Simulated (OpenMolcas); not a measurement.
# Rh3+: moving or changing the point charges

Rh3+ among 4 point charges of -2.5 e arranged as a tetrahedron (Td), 1.81 Å from the ion.

```yaml
Program: OpenMolcas 26.06
Method: CASSCF
Basis: ANO-RCC-VTZP [7s6p4d2f1g]
Scalar_Hamiltonian: DKH2, point nucleus
Active_space: 6 electrons in 5 orbitals (4d)
State_averaging: 2S+1 = 5 even, 5 roots; 2S+1 = 3 even, 45 roots; 2S+1 = 1 even, 50 roots
Spin-orbit_coupling: state interaction with AMFI integrals over the reference wave functions
```

Runs around this geometry, states (labels of Td). Energies in cm-1 above the lowest state or level, χT in cm3 K/mol; 10Dq and B are least-squares fits to the states below 45000 cm-1, weighted by degeneracy, with a free offset, and given where the rms deviation is under 5 % of |10Dq| (or 100 cm-1) and under 700 cm-1; 10Dq is negative for this site.

| R (Å) | q (e) | Ground state | First state of that spin | 10Dq | B (rms of fit) | First gap with spin-orbit (degeneracies) | χT at 300 K | First state of another spin |
| --- | --- | --- | --- | --- | --- | --- | --- | --- |
| 1.81 | -1.62 | 5E | 5T2 3670 | -3518 | 941 (54) | 112.3 (1, 3) | 4.229 | 3T1 17711 |
| 1.81 | -2.5 | 5E | 5T2 4133 | -4177 | 909 (158) | 113.3 (1, 3) | 4.089 | 3T1 16613 |
| 1.98 | -2.5 | 5E | 5T2 3305 | -3202 | 937 (67) | 113.0 (1, 3) | 4.330 | 3T1 17839 |

Taking |10Dq| as R^-n, n = -ln(3202 / 4177) / ln(1.98 / 1.81) = 3.0 between the shortest and longest distance. The point-charge formula for a cubic d site gives n = 5.

Scaling the charges by -1.62 / -2.5 = 0.65 scales |10Dq| by 3518 / 4177 = 0.84; with fixed orbitals a first-order splitting would follow the charge.

An orbital doublet at a regular site is open to a Jahn-Teller distortion, which this geometry leaves out. Without dynamic correlation the repulsion within the d shell is too large (B by tens of per cent), so at a given field states of lower spin stand too high. Point charges give a weaker field than real ligands, and real ions of this kind are as a rule low spin; the high spin found here belongs to the model. The ground term spreads over less than 5000 cm-1, several times less than with real ligands, so orbital moments are less quenched and χT lies further from the spin-only value than at real sites. This is an electrostatic model: the charges have no orbitals. No measured value stands beside these numbers.
